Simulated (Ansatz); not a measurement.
Steps of a relaxation of `N[Si](N)(O)O[SiH3]` with RKS PBE0-D4/def2-TZVP.

```sh
$ ansatz run in.yaml --threads 2 --pin off --events-out ev --progress --plain --max-ram 22528MiB --backend cuda --devices 0, --max-vram 18GiB
```

```yaml
crystal:
  periodic: [false, false, false]
  atoms:
    - {symbol: N, position_ang: [2.047750, -0.536420, -0.392000]}
    - {symbol: Si, position_ang: [0.550180, 0.301480, -0.556290]}
    - {symbol: N, position_ang: [-0.530370, -0.358040, -1.729940]}
    - {symbol: O, position_ang: [1.009180, 1.797900, -0.981510]}
    - {symbol: O, position_ang: [-0.299350, 0.356560, 0.837460]}
    - {symbol: Si, position_ang: [-1.463390, -0.141070, 1.830920]}
    - {symbol: H, position_ang: [2.055420, -1.390990, 0.139970]}
    - {symbol: H, position_ang: [2.849330, 0.022300, -0.149850]}
    - {symbol: H, position_ang: [-1.067870, -1.164560, -1.460340]}
    - {symbol: H, position_ang: [-0.167170, -0.492350, -2.659160]}
    - {symbol: H, position_ang: [0.331640, 2.428280, -1.208940]}
    - {symbol: H, position_ang: [-1.349130, -1.593900, 2.006190]}
    - {symbol: H, position_ang: [-1.200940, 0.579630, 3.073960]}
    - {symbol: H, position_ang: [-2.765280, 0.191180, 1.249540]}
basis:
  gaussian: {orbitals: def2-TZVP}
hamiltonian: {xc: pbe0, dispersion: d4}
relax: {f_tol: 0.005, max_steps: 150}
```

Positions (Å) and forces (eV/Å) along the path, 10 of 30 steps:

```xyz
14
step=1 energy=-22954.8746 eV
N     2.048   -0.536   -0.392   -0.429    0.242   -0.025
Si    0.550    0.301   -0.556    0.010   -0.471   -0.038
N    -0.530   -0.358   -1.730    0.280    0.177    0.370
O     1.009    1.798   -0.982    0.356    0.194   -0.135
O    -0.299    0.357    0.837    0.538    0.035   -0.640
Si   -1.463   -0.141    1.831    0.241    0.127   -0.085
H     2.055   -1.391    0.140    0.007   -0.102   -0.029
H     2.849    0.022   -0.150    0.084    0.079    0.014
H    -1.068   -1.165   -1.460   -0.161   -0.065    0.003
H    -0.167   -0.492   -2.659    0.058   -0.029   -0.103
H     0.332    2.428   -1.209   -0.179    0.100   -0.046
H    -1.349   -1.594    2.006   -0.104   -0.400    0.174
H    -1.201    0.580    3.074   -0.224    0.069    0.543
H    -2.765    0.191    1.250   -0.478    0.046   -0.003
14
step=6 energy=-22955.0172 eV
N     2.094   -0.461   -0.392    0.125    0.100    0.019
Si    0.579    0.271   -0.547    0.111   -0.132    0.029
N    -0.330   -0.665   -1.629   -0.228   -0.168   -0.086
O     0.965    1.797   -0.998   -0.363    0.547    0.090
O    -0.342    0.391    0.800    0.048    0.092   -0.036
Si   -1.500   -0.087    1.829   -0.043   -0.085    0.024
H     2.233   -1.456   -0.366    0.002    0.101    0.023
H     2.923    0.081   -0.210   -0.093   -0.150    0.015
H    -1.329   -0.782   -1.556    0.139    0.059   -0.066
H     0.024   -0.877   -2.547   -0.083   -0.010    0.054
H     0.295    2.477   -0.842    0.379   -0.389   -0.068
H    -1.416   -1.548    2.102    0.012    0.028   -0.012
H    -1.356    0.654    3.107   -0.003    0.012    0.001
H    -2.840    0.204    1.248   -0.003   -0.005    0.013
14
step=8 energy=-22955.0475 eV
N     2.057   -0.478   -0.402   -0.027   -0.084   -0.002
Si    0.561    0.284   -0.577   -0.017    0.160   -0.022
N    -0.396   -0.699   -1.588    0.120    0.025    0.007
O     0.966    1.793   -1.092   -0.057   -0.013    0.037
O    -0.347    0.520    0.769   -0.067    0.091    0.045
Si   -1.451   -0.107    1.791    0.090   -0.065   -0.054
H     2.136   -1.457   -0.194    0.028   -0.039   -0.001
H     2.870    0.050   -0.143    0.078    0.013    0.018
H    -1.392   -0.559   -1.612   -0.038   -0.039   -0.085
H    -0.029   -0.965   -2.490   -0.100   -0.015    0.039
H     0.401    2.500   -0.778    0.026   -0.026   -0.020
H    -1.158   -1.545    2.045   -0.047    0.036    0.047
H    -1.403    0.654    3.067   -0.016   -0.035   -0.032
H    -2.816    0.009    1.204    0.028   -0.008    0.022
14
step=9 energy=-22955.0400 eV rejected
N     2.041   -0.488   -0.402    0.391   -0.199    0.233
Si    0.556    0.300   -0.584    0.004    0.056   -0.041
N    -0.408   -0.697   -1.582   -0.739    0.362    0.363
O     0.971    1.801   -1.115   -0.223    0.161    0.155
O    -0.353    0.564    0.758   -0.106   -0.019    0.090
Si   -1.433   -0.117    1.779    0.011   -0.020    0.010
H     2.101   -1.472   -0.166   -0.008    0.411   -0.107
H     2.872    0.033   -0.139   -0.367   -0.257   -0.116
H    -1.410   -0.498   -1.648    0.662   -0.183   -0.013
H    -0.038   -0.993   -2.462    0.088   -0.136   -0.344
H     0.434    2.519   -0.762    0.185   -0.238   -0.131
H    -1.090   -1.539    2.079   -0.003    0.094   -0.049
H    -1.438    0.655    3.050    0.017   -0.012   -0.049
H    -2.805   -0.068    1.194    0.091   -0.019   -0.002
14
step=16 energy=-22955.0666 eV
N     1.955   -0.532   -0.338   -0.002    0.001    0.000
Si    0.530    0.349   -0.578    0.014   -0.005   -0.007
N    -0.460   -0.604   -1.587    0.004   -0.004   -0.008
O     1.043    1.812   -1.112    0.015   -0.015    0.003
O    -0.404    0.683    0.735   -0.020   -0.009   -0.016
Si   -1.377   -0.135    1.763   -0.004   -0.011    0.025
H     1.952   -1.519   -0.154   -0.001    0.008    0.000
H     2.813   -0.083   -0.069   -0.011   -0.003   -0.005
H    -1.445   -0.416   -1.667   -0.001    0.002    0.005
H    -0.088   -0.983   -2.442    0.000    0.008    0.009
H     0.531    2.564   -0.811   -0.009    0.012    0.004
H    -0.771   -1.440    2.149   -0.020    0.027   -0.006
H    -1.574    0.695    2.978   -0.003   -0.016   -0.017
H    -2.704   -0.391    1.133    0.039    0.004    0.013
14
step=20 energy=-22955.0677 eV
N     1.929   -0.556   -0.336   -0.001    0.003    0.007
Si    0.521    0.347   -0.589   -0.006    0.008    0.006
N    -0.466   -0.576   -1.626   -0.001    0.009    0.005
O     1.066    1.810   -1.094   -0.006    0.016    0.010
O    -0.432    0.678    0.712   -0.005   -0.023    0.001
Si   -1.362   -0.139    1.779    0.008    0.012   -0.003
H     1.907   -1.545   -0.161    0.003    0.001   -0.004
H     2.787   -0.121   -0.046    0.000   -0.003   -0.001
H    -1.451   -0.383   -1.700    0.003   -0.004   -0.003
H    -0.094   -0.931   -2.491   -0.002   -0.002   -0.001
H     0.562    2.566   -0.792    0.007   -0.020   -0.009
H    -0.671   -1.365    2.264    0.000    0.005   -0.004
H    -1.645    0.753    2.932    0.001   -0.003   -0.006
H    -2.650   -0.538    1.148    0.000    0.002    0.003
14
step=22 energy=-22955.0679 eV
N     1.919   -0.565   -0.331   -0.002   -0.001    0.006
Si    0.517    0.345   -0.593   -0.002    0.003    0.009
N    -0.462   -0.565   -1.649    0.006    0.004   -0.007
O     1.076    1.810   -1.076   -0.016    0.000    0.007
O    -0.451    0.669    0.699   -0.010   -0.026    0.004
Si   -1.361   -0.138    1.790    0.026    0.008   -0.006
H     1.896   -1.558   -0.180   -0.001    0.011   -0.002
H     2.777   -0.138   -0.029   -0.005   -0.004   -0.002
H    -1.447   -0.376   -1.726    0.001    0.001    0.003
H    -0.084   -0.908   -2.517   -0.002    0.002    0.006
H     0.558    2.563   -0.791    0.009   -0.009   -0.006
H    -0.641   -1.334    2.307   -0.007    0.007   -0.010
H    -1.657    0.778    2.920   -0.007   -0.004   -0.011
H    -2.642   -0.582    1.175    0.010    0.009    0.008
14
step=23 energy=-22955.0680 eV
N     1.919   -0.565   -0.328   -0.003   -0.004    0.003
Si    0.517    0.345   -0.592    0.003    0.003    0.000
N    -0.459   -0.565   -1.651    0.008    0.001   -0.005
O     1.076    1.810   -1.075   -0.013   -0.008    0.006
O    -0.453    0.668    0.697   -0.011   -0.020    0.008
Si   -1.360   -0.138    1.792    0.007    0.005   -0.008
H     1.897   -1.558   -0.183   -0.001    0.011   -0.001
H     2.777   -0.138   -0.026   -0.004   -0.003   -0.001
H    -1.446   -0.378   -1.728    0.000    0.001    0.004
H    -0.080   -0.907   -2.519   -0.001    0.003    0.006
H     0.553    2.562   -0.795    0.006    0.000   -0.003
H    -0.643   -1.337    2.303   -0.002    0.007   -0.006
H    -1.652    0.778    2.922    0.003   -0.001   -0.003
H    -2.646   -0.576    1.182    0.008    0.004    0.001
14
step=27 energy=-22955.0681 eV
N     1.916   -0.564   -0.320    0.003    0.000   -0.002
Si    0.515    0.343   -0.595   -0.005   -0.001    0.001
N    -0.454   -0.565   -1.662    0.000    0.000    0.002
O     1.075    1.809   -1.073    0.005    0.001   -0.002
O    -0.464    0.661    0.688    0.001    0.004   -0.003
Si   -1.360   -0.138    1.795   -0.003   -0.001    0.001
H     1.895   -1.558   -0.180   -0.001   -0.002    0.001
H     2.771   -0.136   -0.013    0.002    0.000    0.001
H    -1.441   -0.385   -1.737    0.000    0.001   -0.001
H    -0.072   -0.899   -2.531    0.000   -0.001   -0.002
H     0.549    2.562   -0.802   -0.003    0.001    0.002
H    -0.643   -1.341    2.296    0.001   -0.001    0.001
H    -1.632    0.779    2.930    0.001    0.000    0.001
H    -2.656   -0.568    1.203   -0.001   -0.001    0.000
14
step=30 energy=-22955.0681 eV
N     1.913   -0.563   -0.316   -0.001    0.000    0.001
Si    0.512    0.343   -0.597    0.002   -0.002    0.001
N    -0.450   -0.567   -1.669    0.000    0.001   -0.001
O     1.074    1.809   -1.072   -0.003    0.000    0.000
O    -0.474    0.660    0.681   -0.002    0.000    0.001
Si   -1.360   -0.138    1.797    0.002   -0.001   -0.003
H     1.892   -1.557   -0.174    0.000    0.002    0.000
H     2.766   -0.135   -0.002   -0.002    0.000    0.000
H    -1.436   -0.386   -1.750    0.001    0.000    0.001
H    -0.063   -0.899   -2.537    0.000    0.001    0.002
H     0.544    2.561   -0.806    0.002   -0.002    0.000
H    -0.643   -1.346    2.285    0.000    0.002    0.000
H    -1.611    0.778    2.939   -0.001   -0.002   -0.002
H    -2.665   -0.560    1.220    0.001    0.002    0.002
```

Hardware: 2 threads of an AMD EPYC 7R13 on a shared host and a share of an NVIDIA H100 80 GB. Wall time 64 s, peak host memory 0.93 GiB.
